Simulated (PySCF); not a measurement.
## Atomic charges by several schemes

C3H7Si (charge -1).
Cartesian coordinates in Å at the PBE0-D3(BJ)/def2-SVP level; atoms count from 1:
```
atom  x, y, z in Å
Si1    9.2402   10.7802    2.1182
C2     7.2889   10.7595    2.3213
C3     6.3072   10.7626    1.1793
C4     6.5087    9.5139    1.9911
H5     9.1992   10.0469    0.7407
H6     9.3282   12.1916    1.4582
H7     6.9187   11.2764    3.2195
H8     5.3463   11.2858    1.2866
H9     6.7243   10.7960    0.1666
H10    7.0582    8.6819    1.5341
H11    5.6878    9.1922    2.6457
```

Density: PBE0/pcSseg-1 (PySCF); schemes: Mulliken, IAO, Hirshfeld and ESP-fitted. Isolated species at its PBE0-D3(BJ)/def2-SVP geometry (one conformer only). The pcSseg-1 basis has no diffuse functions, a weakness for an anion. The HOMO energy is positive at this level (+0.33 eV), so the outermost electrons may be held by the finite basis alone.

Problem. Give the atomic charges in each scheme.

Solution. In e; atoms taken as equivalent share a row and are averaged (×n: the atom named and its like, n in all):

```
  atom                  environment  Mulliken     IAO  Hirshfeld  ESP-fitted
   Si1  silicon bonded to C and 2 H    -0.032  -0.249     -0.298      -0.955
    C2  sp3 carbon bound to silicon    -0.467  -0.350     -0.156      +0.091
 C3/C4   three-membered-ring carbon    -0.232  -0.295     -0.121      -0.397
 H5/H6                Si–H hydrogen    -0.238  -0.187     -0.183      +0.013
    H7             methine hydrogen    +0.084  +0.107     +0.005      +0.121
H8/H11           methylene hydrogen    +0.071  +0.103     +0.010      +0.104
H9/H10           methylene hydrogen    +0.105  +0.125     +0.018      +0.151
```

Mean size of the charges over all atoms: ESP-fitted 0.227 e, IAO 0.193 e, Mulliken 0.171 e, Hirshfeld 0.102 e. Each set sums to the total charge, -1, to within 0.001 e. The IAO scheme projects the occupied orbitals on a minimal set of polarised atomic orbitals and counts the electrons in each atom's part of it. The Mulliken scheme counts on each atom the diagonal of the density matrix times the overlap matrix over that atom's basis functions.

Some averages cover members that differ in this geometry: C3/C4, ESP-fitted -0.426 to -0.368; H9/H10, ESP-fitted +0.129 to +0.174; H5/H6, ESP-fitted -0.001 to +0.028; C3/C4, Mulliken -0.244 to -0.219 e.

Lowest charge. The schemes don't all agree: Mulliken C2 (-0.467); IAO C2 (-0.350); Hirshfeld Si1 (-0.298); ESP-fitted Si1 (-0.955).

Highest charge. All schemes agree: Mulliken H9/H10 (+0.105); IAO H9/H10 (+0.125); Hirshfeld H9/H10 (+0.018); ESP-fitted H9/H10 (+0.151).

Problem. How many electrons does the ESP-fitted scheme count on Si1?

Solution. Z − q = 14 − (-0.955) = 14.955.

Problem. How closely do the schemes follow one another over all atoms?

Solution. Correlation coefficient and root-mean-square difference: Mulliken with IAO 0.90, 0.084 e; IAO with Hirshfeld 0.84, 0.117 e; Hirshfeld with ESP-fitted 0.73, 0.268 e; Mulliken with Hirshfeld 0.65, 0.144 e; IAO with ESP-fitted 0.59, 0.270 e; Mulliken with ESP-fitted 0.19, 0.351 e.

Problem. Sum the charges by element, for elements with more than one atom.

Solution. 
```csv
element,atoms,Mulliken,IAO,Hirshfeld,ESP-fitted
C,3,-0.930,-0.940,-0.399,-0.703
H,7,-0.038,+0.189,-0.303,+0.658
```
